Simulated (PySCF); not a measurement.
Problem. Give a PBE0-D3(BJ)/def2-SVP geometry of InChI=1S/C8H10OS/c1-7-3-5-8(6-4-7)10(2)9/h3-6H,1-2H3/t10-/m1/s1.

Solution. 
```
atom  x, y, z in Å
C1    -2.970    0.334    0.543
C2    -1.565   -0.116    0.268
C3    -0.831   -0.816    1.234
C4     0.460   -1.267    0.973
C5     1.030   -1.002   -0.266
S6     2.687   -1.653   -0.570
C7     3.562   -0.070   -0.378
O8     3.058   -2.464    0.639
C9     0.320   -0.325   -1.255
C10   -0.968    0.122   -0.977
H11   -3.218    1.249   -0.014
H12   -3.695   -0.440    0.241
H13   -3.129    0.529    1.614
H14   -1.283   -1.014    2.210
H15    1.049   -1.828    1.705
H16    3.351    0.304    0.633
H17    3.235    0.644   -1.147
H18    4.632   -0.292   -0.488
H19    0.765   -0.145   -2.238
H20   -1.527    0.662   -1.747
```

Orientation and origin are arbitrary. Atoms count from 1 in this order. The C–C distances run from 1.389 Å (C4–C5, aromatic) to 1.501 Å (C1–C2, drawn single), a spread of 0.112 Å. The 6-membered ring C2–C3–C4–C5–C9–C10 has internal angles of 118.3° to 121.2° (sum 720°, against 720° for a flat polygon); it is planar, 0.01 Å rms from its mean plane, widest ring torsion 2°. Of the pairs four or more bonds apart, O8···H15 is among the closest relative to their van der Waals radii: 2.36 Å, 87 % of the sum of Bondi's values. S6 (sulfinyl sulfur) is pyramidal (angles 106.6°, 105.4° and 96.3°, sum 308.3°, 0.72 Å off the plane of its three neighbours).

Bonds between heavy atoms (Å): C1–C2 1.501, C2–C3 1.400, C3–C4 1.393, C4–C5 1.389, C5–S6 1.806, S6–C7 1.819, S6=O8 1.502, C5–C9 1.393, C9–C10 1.392, C2–C10 1.402.

Method used: PBE0-D3(BJ)/def2-SVP geometry optimisation, gas phase in PySCF 2.14.0.

Point group: C1 (no symmetry element, even within 0.4 Å). No PBE0-D3(BJ)/def2-SVP frequencies stand behind this structure, so it isn't proved a minimum. One conformer, not necessarily the lowest (C4–C5–S6–C7 -104°).

The run took 3.8 min on an Arm Neoverse N1 with one thread, shared host with 32 logical CPUs at a one-minute load of 21, and the process peaked at 0.89 GiB of memory. That covers the optimisation of the geometry.
